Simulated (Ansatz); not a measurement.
Input and output for C₁₀H₁₀ClFZr (`[F][Zr]12345678([Cl])([C@H]9[C@@H]1[C@@H]2[C@@H]3[C@H]94)[C@H]1[C@@H]5[C@@H]6[C@@H]7[C@H]18`).

```yaml
crystal:
  periodic: [false, false, false]
  atoms:
    - {symbol: F, position_ang: [0.631807, -0.321737, -2.332331]}
    - {symbol: Zr, position_ang: [0.306100, -0.462664, -0.429128]}
    - {symbol: Cl, position_ang: [1.228063, -2.652226, 0.046584]}
    - {symbol: C, position_ang: [-2.029382, -0.636479, -1.411757]}
    - {symbol: C, position_ang: [-2.009585, 0.477809, -0.547629]}
    - {symbol: C, position_ang: [-1.857311, -0.003819, 0.777232]}
    - {symbol: C, position_ang: [-1.743358, -1.401733, 0.719198]}
    - {symbol: C, position_ang: [-1.843911, -1.792699, -0.639045]}
    - {symbol: C, position_ang: [0.763513, 1.801441, 0.547471]}
    - {symbol: C, position_ang: [1.672449, 1.660804, -0.517554]}
    - {symbol: C, position_ang: [2.578095, 0.632283, -0.187121]}
    - {symbol: C, position_ang: [2.244438, 0.153146, 1.096085]}
    - {symbol: C, position_ang: [1.117210, 0.862393, 1.549545]}
    - {symbol: H, position_ang: [-2.088327, -0.597890, -2.488616]}
    - {symbol: H, position_ang: [-2.122984, 1.511012, -0.841405]}
    - {symbol: H, position_ang: [-1.831741, 0.599466, 1.671760]}
    - {symbol: H, position_ang: [-1.580183, -2.065072, 1.555257]}
    - {symbol: H, position_ang: [-1.755623, -2.801621, -1.011598]}
    - {symbol: H, position_ang: [-0.049341, 2.510054, 0.599160]}
    - {symbol: H, position_ang: [1.645308, 2.201986, -1.451397]}
    - {symbol: H, position_ang: [3.365887, 0.252992, -0.820662]}
    - {symbol: H, position_ang: [2.736873, -0.652803, 1.616650]}
    - {symbol: H, position_ang: [0.622002, 0.725346, 2.499292]}
basis:
  gaussian: {orbitals: ANO-RCC-VTZP}
hamiltonian: {xc: {name: PBE0}, dispersion: d3bjatm}
output: {forces: true}
```

```sh
$ ansatz run in.yaml --threads 11 --pin off --events-out ev --progress --plain --max-ram 174080MiB --backend cuda --devices 0, --max-vram 75GiB
```

Shortened log:

```
Functional definition: PBE0
4070 factors; their error is unknown
mean field evaluation 1: about -123698.4612 eV, gradient 9.3e1 eV
mean field evaluation 2: about -123661.2631 eV, gradient 1.7e2 eV
mean field evaluation 4: about -123717.8570 eV, gradient 1.4e1 eV
mean field evaluation 8: about -123718.2597 eV, gradient 9.9e-2 eV
mean field evaluation 16: about -123718.3423 eV, gradient 8.3e-4 eV
mean field -123718.34225898 eV, -4546.5652187131 hartree, gradient 1.8e-5 eV, S^2 0.000000; 0 other end points of the search recorded, 0 dependent functions left out
reference -123718.34232319 eV, -4546.5652210729 hartree; 68, 68 occupied and 504, 504 virtual orbitals, 4070 factors
Total energy: -123719.13635062 eV, -4546.5944010428 hartree
Relativity: scalar
Atom 0 at     0.631807    -0.321737    -2.332331 Å, force    -0.022556    -0.009061     0.139425 eV/Å
Atom 1 at     0.306100    -0.462664    -0.429128 Å, force     0.009661     0.023370    -0.108370 eV/Å
Atom 2 at     1.228063    -2.652226     0.046584 Å, force    -0.007410     0.012672    -0.002421 eV/Å
Atom 3 at    -2.029382    -0.636479    -1.411757 Å, force     0.009071    -0.001827    -0.014839 eV/Å
Atom 4 at    -2.009585     0.477809    -0.547629 Å, force     0.000132     0.016703    -0.007714 eV/Å
Atom 5 at    -1.857311    -0.003819     0.777232 Å, force     0.006589     0.003371     0.013113 eV/Å
Atom 6 at    -1.743358    -1.401733     0.719198 Å, force     0.011679    -0.004803     0.014865 eV/Å
Atom 7 at    -1.843911    -1.792699    -0.639045 Å, force     0.008228    -0.012709    -0.012598 eV/Å
Atom 8 at     0.763513     1.801441     0.547471 Å, force    -0.011812     0.012156    -0.006153 eV/Å
Atom 9 at     1.672449     1.660804    -0.517554 Å, force    -0.007334     0.001178    -0.016400 eV/Å
Atom 10 at     2.578095     0.632283    -0.187121 Å, force     0.010111    -0.010797    -0.013244 eV/Å
Atom 11 at     2.244438     0.153146     1.096085 Å, force     0.000208    -0.016777     0.001825 eV/Å
Atom 12 at     1.117210     0.862393     1.549545 Å, force    -0.009314    -0.008930     0.012972 eV/Å
Atom 13 at    -2.088327    -0.597890    -2.488616 Å, force     0.005032    -0.000823     0.045294 eV/Å
Atom 14 at    -2.122984     1.511012    -0.841405 Å, force     0.007160    -0.043392     0.012802 eV/Å
Atom 15 at    -1.831741     0.599466     1.671760 Å, force     0.002661    -0.022570    -0.038503 eV/Å
Atom 16 at    -1.580183    -2.065072     1.555257 Å, force    -0.004246     0.026051    -0.037616 eV/Å
Atom 17 at    -1.755623    -2.801621    -1.011598 Å, force    -0.001470     0.042237     0.017593 eV/Å
Atom 18 at    -0.049341     2.510054     0.599160 Å, force     0.031803    -0.033517    -0.000780 eV/Å
Atom 19 at     1.645308     2.201986    -1.451397 Å, force     0.000601    -0.025587     0.038256 eV/Å
Atom 20 at     3.365887     0.252992    -0.820662 Å, force    -0.035707     0.015622     0.026912 eV/Å
Atom 21 at     2.736873    -0.652803     1.616650 Å, force    -0.022334     0.032966    -0.023002 eV/Å
Atom 22 at     0.622002     0.725346     2.499292 Å, force     0.019246     0.004468    -0.041417 eV/Å
Dipole moment:    -0.382219     0.637120     0.400547 e Å
```

Hardware: 11 threads of an AMD EPYC 7R13 on a shared host and a whole NVIDIA H100 80 GB. Wall time 21 s, peak host memory 2.8 GiB.
